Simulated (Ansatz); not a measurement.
C₃H₉Cl₃OSiSn⁺, that is SnCl3(OSiMe3) with one electron fewer. Total charge 1; doublet. Geometry r2SCAN-D4/def2-SVP, that of the neutral singlet; atoms count from 1.

```xyz
18

Sn    1.439    1.634    1.734
Cl    0.234    3.293    2.838
Cl    3.144    0.874    3.122
Cl    2.382    2.545   -0.206
O     0.261    0.153    1.306
Si   -0.349   -0.435   -0.169
C    -1.174    0.975   -1.086
C    -1.574   -1.755    0.324
C     1.070   -1.139   -1.165
H    -1.636    0.624   -2.024
H    -0.447    1.759   -1.352
H    -1.968    1.438   -0.476
H    -2.384   -1.332    0.940
H    -2.030   -2.225   -0.563
H    -1.082   -2.546    0.912
H     1.806   -0.356   -1.416
H     1.594   -1.931   -0.605
H     0.716   -1.576   -2.113
```

In the def2 sets Sn takes a core potential; there is no spin–orbit coupling.

**Question.** Estimate the Mulliken populations from the PBE0/def2-TZVP orbitals of Ansatz.

**Answer.** 
```csv
atom,charge (e),spin (α − β)
Sn1,1.14,-0.02
Cl2,-0.20,0.03
Cl3,-0.19,0.04
Cl4,-0.24,0.00
O5,-0.41,0.35
Si6,0.39,0.03
C7,-0.42,0.18
C8,-0.44,0.03
C9,-0.38,0.33
H10,0.20,0.01
H11,0.18,-0.01
H12,0.20,0.01
H13,0.19,0.01
H14,0.17,0.00
H15,0.18,0.00
H16,0.20,0.00
H17,0.21,0.00
H18,0.21,0.01
```
Mulliken values and Mayer orders depend strongly on the basis.

**Question.** Where does the spin sit?

**Answer.** Summed by element: Sn -0.02, Cl 0.07, O 0.35, Si 0.03, C 0.54, H 0.03, of 1 unpaired in all. Largest on single atoms: O5 0.35, C9 0.33, C7 0.18.

**Question.** And the Mayer bond orders between bonded heavy atoms (over 0.3)?

**Answer.** Sn1–Cl2 1.09 (2.33 Å); Sn1–Cl3 1.09 (2.33 Å); Sn1–Cl4 1.02 (2.34 Å); Sn1–O5 0.73 (1.94 Å); O5–Si6 1.09 (1.70 Å); Si6–C7 0.94 (1.87 Å); Si6–C8 1.08 (1.87 Å); Si6–C9 0.83 (1.87 Å).
